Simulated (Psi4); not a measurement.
CH$_{5}$AlOS (SMILES C[S][AlH][OH]), singlet, at a GFN2-xTB geometry (such geometries of metal compounds can be far from the true shape); FNO-CCSD(T)/def2-SVP (Psi4).

The Psi4 input:
```
memory 2 GB

molecule {
0 1
  Al   -0.31419866    0.09758664    1.15637395
  H    -1.25023268   -0.34160230    2.26347346
  O     0.87817863    1.18028832    1.46477938
  H     1.53099736    1.80783073    1.74281104
  S    -0.63819981   -0.78087435   -0.84293944
  C     0.69345901   -0.01157515   -1.85179192
  H     1.28849321    0.66797809   -1.24660825
  H     0.22348075    0.52681682   -2.66857543
  H     1.31685796   -0.80851563   -2.24441471
}

set basis def2-svp
set freeze_core true

energy('fno-ccsd(t)')
print_variables()
```

Q: What does Psi4 print? Leave out banner, timings and long lists.

A: 
```
   => Loading Basis Set <=

    Name: DEF2-SVP
    Role: ORBITAL
    Keyword: BASIS

         ---------------------------------------------------------
                                   SCF
               by Justin Turney, Rob Parrish, Andy Simmonett
                          and Daniel G. A. Smith
                              RHF Reference
         ---------------------------------------------------------

  ==> Geometry <==

    Molecular point group: c1
    Full point group: C1

    Geometry (in Angstrom), charge = 0, multiplicity = 1:

       Center              X                  Y                   Z               Mass
    ------------   -----------------  -----------------  -----------------  -----------------
         AL          -0.277451298834     0.116354592780     1.120634554842    26.981538530000
         H           -1.213485318834    -0.322834347220     2.227734064842     1.007825032230
         O            0.914925991166     1.199056272780     1.429039984842    15.994914619570
         H            1.567744721166     1.826598682780     1.707071644842     1.007825032230
         S           -0.601452448834    -0.762106397220    -0.878678835158    31.972071174400
         C            0.730206371166     0.007192802780    -1.887531315158    12.000000000000
         H            1.325240571166     0.686746042780    -1.282347645158     1.007825032230
         H            0.260228111166     0.545584772780    -2.704314825158     1.007825032230
         H            1.353605321166    -0.789747677220    -2.280154105158     1.007825032230

  Running in c1 symmetry.

  Rotational constants: A =      0.26868  B =      0.09216  C =      0.06952 [cm^-1]
  Rotational constants: A =   8054.70208  B =   2762.81520  C =   2084.21550 [MHz]
  Nuclear repulsion =  200.986322138722556

  Charge       = 0
  Multiplicity = 1
  Electrons    = 48
  Nalpha       = 24
  Nbeta        = 24

  ==> Algorithm <==

  SCF Algorithm Type is PK.
  DIIS enabled.
  MOM disabled.
  Fractional occupation disabled.
  Guess Type is SAD.
  Energy threshold   = 1.00e-08
  Density threshold  = 1.00e-08
  Integral threshold = 1.00e-12

  ==> Primary Basis <==

  Basis Set: DEF2-SVP
    Blend: DEF2-SVP
    Number of shells: 43
    Number of basis functions: 89
    Number of Cartesian functions: 93
    Spherical Harmonics?: true
    Max angular momentum: 2

  ==> Integral Setup <==

  Using in-core PK algorithm.
   Calculation information:
      Number of atoms:                   9
      Number of AO shells:              43
      Number of primitives:             85
      Number of atomic orbitals:        93
      Number of basis functions:        89

      Integral cutoff                 1.00e-12
      Number of threads:                 1

  Performing in-core PK
  Using 16044030 doubles for integral storage.
  We computed 382943 shell quartets total.
  Whereas there are 447931 unique shell quartets.

  ==> DiskJK: Disk-Based J/K Matrices <==

    J tasked:                  Yes
    K tasked:                  Yes
    wK tasked:                  No
    Schwarz Cutoff:          1E-12

  Minimum eigenvalue in the overlap matrix is 9.0241212608E-03.
  Reciprocal condition number of the overlap matrix is 1.7579257882E-03.
    Using symmetric orthogonalization.

  ==> Pre-Iterations <==

  SCF Guess: Superposition of Atomic Densities via on-the-fly atomic UHF (no occupation information).

   -------------------------
    Irrep   Nso     Nmo
   -------------------------
     A         89      89
   -------------------------
    Total      89      89
   -------------------------

  ==> Iterations <==

                        Total Energy        Delta E     RMS |[F,P]|

   @RHF iter SAD:  -753.81734270805907   -7.53817e+02   0.00000e+00
   @RHF iter   1:  -754.76745981024601   -9.50117e-01   5.79258e-03 DIIS/ADIIS
   @RHF iter   2:  -754.84993567126241   -8.24759e-02   3.51644e-03 DIIS/ADIIS
   @RHF iter   3:  -754.88579948893914   -3.58638e-02   4.32003e-04 DIIS/ADIIS
   @RHF iter   4:  -754.88688481462793   -1.08533e-03   9.92100e-05 DIIS
   @RHF iter   5:  -754.88695665625357   -7.18416e-05   2.34567e-05 DIIS
   @RHF iter   6:  -754.88696135372572   -4.69747e-06   7.42883e-06 DIIS
   @RHF iter   7:  -754.88696194531326   -5.91588e-07   2.06821e-06 DIIS
   @RHF iter   8:  -754.88696201009077   -6.47775e-08   7.99796e-07 DIIS
   @RHF iter   9:  -754.88696201864479   -8.55403e-09   1.61562e-07 DIIS
   @RHF iter  10:  -754.88696201904384   -3.99041e-10   3.34806e-08 DIIS
   @RHF iter  11:  -754.88696201905975   -1.59162e-11   1.00994e-08 DIIS
   @RHF iter  12:  -754.88696201906066   -9.09495e-13   2.68426e-09 DIIS
  Energy and wave function converged.

  ==> Post-Iterations <==

    Orbital Energies [Eh]
    ---------------------

    Doubly Occupied:

[...]
    Virtual:

[...]
    Final Occupation by Irrep:
              A
    DOCC [    24 ]
    NA   [    24 ]
    NB   [    24 ]

  @RHF Final Energy:  -754.88696201906066

   => Energetics <=

    Nuclear Repulsion Energy =            200.9863221387225565
    One-Electron Energy =               -1445.3382072366973716
    Two-Electron Energy =                 489.4649230789142393
    Total Energy =                       -754.8869620190606611

Computation Completed

Properties will be evaluated at   0.000000,   0.000000,   0.000000 [a0]

Properties computed using the SCF density matrix

 Multipole Moments:

 ------------------------------------------------------------------------------------
     Multipole            Electronic (a.u.)      Nuclear  (a.u.)        Total (a.u.)
 ------------------------------------------------------------------------------------

 L = 1.  Multiply by 2.5417464519 to convert [e a0] to [Debye]
 Dipole X            :         -2.4459252            3.3332378            0.8873126
 Dipole Y            :         -0.9229897            1.7023821            0.7793924
 Dipole Z            :          3.4091134           -3.2418082            0.1673052
[...]
      * MP2 total energy:                   -755.409452811243
[...]
        *                                                        *
        **********************************************************

        CC integral sort will use                    210.62 mb

        Number of (ab|cd) temporary files:                2
        Number of (ab|ci) temporary files:                3
        Starting temporary file number:                 270

        *****************************************************
        *                                                   *
        *                       CCSD                        *
        *                  Eugene DePrince                  *
        *                                                   *
        *****************************************************

  ==> Input parameters <==

        Freeze core orbitals?                 yes
        Use frozen natural orbitals?          yes
        r_convergence:                  1.000e-07
        e_convergence:                  1.000e-06
        Number of DIIS vectors:                 8
        Number of frozen core orbitals:        12
        Number of active occupied orbitals:    12
        Number of active virtual orbitals:     65
        Number of frozen virtual orbitals:      0

  ==> Memory <==

        minimum memory requirements for CCSD =         14.01 mb
        (T) algorithm:                                 10.21 mb (low-memory)
        memory requirements for CCSD(T) =              10.21 mb

  ==> Define tiling <==

        v(ab,cd) diagrams will be evaluated in   1 blocks.
        v(ab,ci) diagrams will be evaluated in   1 blocks over ov2.
        v(ab,ci) diagrams will be evaluated in   1 blocks over ov.

  Allocate cpu memory (    49.12 mb).....done.
  Initialize cpu memory..................done.

  ==> MP4(SDQ) <==

  Begin singles and doubles coupled cluster iterations

   Iter  DIIS          Energy       d(Energy)          |d(T)|     time
      0   0 1   -0.5618938572   -0.5618938572    0.0198899915        0
      1   1 1   -0.5639167544   -0.0020228972    0.0093124912        1
      2   2 1   -0.5652647058   -0.0013479514    0.0040805103        0
      3   3 1   -0.5656569298   -0.0003922240    0.0019594815        1
      4   4 1   -0.5655821823    0.0000747476    0.0004074239        0
      5   5 1   -0.5655743334    0.0000078489    0.0001133375        1
      6   6 1   -0.5655770107   -0.0000026773    0.0000400482        0
      7   7 1   -0.5655773386   -0.0000003278    0.0000117058        1
      8   8 1   -0.5655771510    0.0000001876    0.0000047753        0
      9   8 2   -0.5655770879    0.0000000631    0.0000016976        1
     10   8 3   -0.5655770844    0.0000000035    0.0000006558        0
     11   8 4   -0.5655771081   -0.0000000237    0.0000002629        1
     12   8 5   -0.5655771084   -0.0000000003    0.0000000732        0

  CCSD iterations converged!

        T1 diagnostic:                         0.011840899887
        D1 diagnostic:                         0.038211807130

        OS MP2 FNO correction:                 0.000000000000
        SS MP2 FNO correction:                 0.000000000000
        MP2 FNO correction:                    0.000000000000

        OS MP2 correlation energy:            -0.398393270823
        SS MP2 correlation energy:            -0.124097521359
        MP2 correlation energy:               -0.522490792182
      * MP2 total energy:                   -755.409452811243

        OS MP2.5 correlation energy:          -0.418662319317
        SS MP2.5 correlation energy:          -0.121022508454
        MP2.5 correlation energy:             -0.539684827771
      * MP2.5 total energy:                 -755.426646846832

        OS MP3 correlation energy:            -0.438931367811
        SS MP3 correlation energy:            -0.117947495549
        MP3 correlation energy:               -0.556878863360
      * MP3 total energy:                   -755.443840882420

        OS MP4(SDQ) correlation energy:       -0.449230569668
        SS MP4(SDQ) correlation energy:       -0.110590582323
        MP4(SDQ) correlation energy:          -0.565010935681
      * MP4(SDQ) total energy:              -755.451972954742

        OS CCSD correlation energy:           -0.451652201709
        SS CCSD correlation energy:           -0.113924906740
        CCSD correlation energy:              -0.565577108449
      * CCSD total energy:                  -755.452539127510

  Total time for CCSD iterations:        4.43 s (user)
                                         1.55 s (system)
                                            6 s (total)

  Time per iteration:                    0.34 s (user)
                                         0.12 s (system)
                                         0.50 s (total)

        ==> Resort (ov|vv) integrals for low-memory (T) computation <==

        *******************************************************
        *                                                     *
        *                      CCSD(T)                        *
        *                                                     *
        *******************************************************

        Using low-memory algorithm.

        num_threads:                      1
        memory requirements:       10.21 mb

        Number of abc combinations: 47905

        Computing (T) correction...

        % complete  total time
              10.0
              20.0
              30.0
              40.0
              50.0
              60.0
              70.0
              80.0
              90.0

        (T) energy                            -0.013996650402

        CCSD(T) correlation energy            -0.579573758851
      * CCSD(T) total energy                -755.466535777912

  Variable Map:
  ----------------------------------------------------------------------------
[...]
  Array Variable Map:
  ----------------------------------------------------------------------------
[...]
[...]
```
